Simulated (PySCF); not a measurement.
## How good is the calculation?

Bonds (- single, = double, # triple, : aromatic): N1-C2 1.371 Å, C2:C3 1.402 Å, C3:C4 1.377 Å, C4:C5 1.391 Å, C5:C6 1.383 Å, C6:N7 1.329 Å, N7:C2 1.331 Å. N1 carries H8, H9; C3 carries H10; C4 carries H11; C5 carries H12; C6 carries H13.

Published estimates (parent shift plus substituent increments) and measurements: δ 13C C2 158.2; C6 148.2; C4 137.7; C5 114.0; C3 108.6; δ 1H H13 8.05; H11 7.38; H12 6.62; H10 6.49 ppm (estimated from measurements, as parent shift plus tabulated substituent increment; solution, not stated per compound (mostly CDCl3 or CCl4); Pretsch, Buehlmann, Badertscher, Structure Determination of Organic Compounds, 4th ed. (2009)).

PySCF 2.14.0 with density-fitted response routines calculation with GIAO B97-2/pcSseg-2 shieldings and PBE0-D3(BJ)/def2-TZVP structure; a single conformation, non-relativistic, fast rotation and ring inversion assumed for equivalent nuclei, gas phase.

**Question.** What does the calculation give, and how does it compare?

**Answer.** 
Reference values: estimated from measurements, as parent shift plus tabulated substituent increment (solution, not stated per compound (mostly CDCl3 or CCl4); Pretsch, Buehlmann, Badertscher, Structure Determination of Organic Compounds, 4th ed. (2009)).
| atoms | quantity | reference | computed | computed, scaled |
| --- | --- | --- | --- | --- |
| C2 | δ 13C | 158.2 | 165.9 | 158.1 |
| C6 | δ 13C | 148.2 | 157.5 | 149.9 |
| C4 | δ 13C | 137.7 | 144.1 | 137.0 |
| C5 | δ 13C | 114.0 | 118.0 | 111.8 |
| C3 | δ 13C | 108.6 | 110.7 | 104.8 |
| H13 | δ 1H | 8.05 | 8.36 | 7.99 |
| H11 | δ 1H | 7.38 | 7.56 | 7.24 |
| H12 | δ 1H | 6.62 | 6.70 | 6.42 |
| H10 | δ 1H | 6.49 | 6.46 | 6.20 |

Computed shifts are σ(ref) − σ with the named reference compound (TMS for H and C) calculated as an isolated molecule at the same level. The measured values may be among those fitted. Expected solution values come from regression of measured δ (H and C: mostly CDCl3, vs TMS) on computed σ: 13C: δ = 176.83 − 0.965σ (rms 2.0 ppm, 507 shifts, 2.1 ppm with the 1 outlier that the fit left out); 1H: δ = 29.81 − 0.938σ (rms 0.14 ppm, 293 shifts, 0.16 ppm with the 4 outliers that the fit left out). A few per cent of atoms miss by over 2 rms, more outside the fitted compound classes. Hydrogens on heteroatoms aren't scaled, only referred to computed TMS.

**Question.** How far are the unscaled 13C shifts from the references?

**Answer.** Mean signed difference +5.90 ppm, mean absolute 5.90 ppm over 5 comparisons; the largest is +9.3 ppm at C6 (aromatic CH next to a ring nitrogen).

**Question.** How far are the unscaled 1H shifts from the references?

**Answer.** Mean signed difference +0.13 ppm, mean absolute 0.15 ppm over 4 comparisons; the largest is +0.31 ppm at H13 (hydrogen on an aromatic CH next to a ring nitrogen).
